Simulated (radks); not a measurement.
The numbers below are computed, except where a source is named.
Question: The barium ion Ba16+, configuration [Kr] 4d4. Level of theory: Dirac Kohn-Sham, BLYP, spin-unpolarised, spherical densities, finite nucleus; open shells fill j = l - 1/2 first; Fermi nuclear charge, rms radius 4.8378 fm (a radial shooting solver on a logarithmic mesh with Libxc functionals).

Spin-orbit splittings of the eigenvalues, e(l+1/2) - e(l-1/2), with zeta = 2 splitting/(2l+1) and mean radii in bohr:

shell  occ.  splitting (eV)  zeta (eV)  <r> j=l-1/2  <r> j=l+1/2
2p        6           382.1      254.8      0.09188      0.09787
3p        6               ?          ?       0.2802       0.2919
3d       10           16.00      6.402       0.2623       0.2660
4p        6           17.97      11.98       0.6551       0.6763
4d        4           3.461      1.384       0.7018       0.7082
5p        0           5.906      3.937        1.271        1.301

Estimate the 3p splitting.

Answer: 74.60 eV (zeta = 49.74 eV).
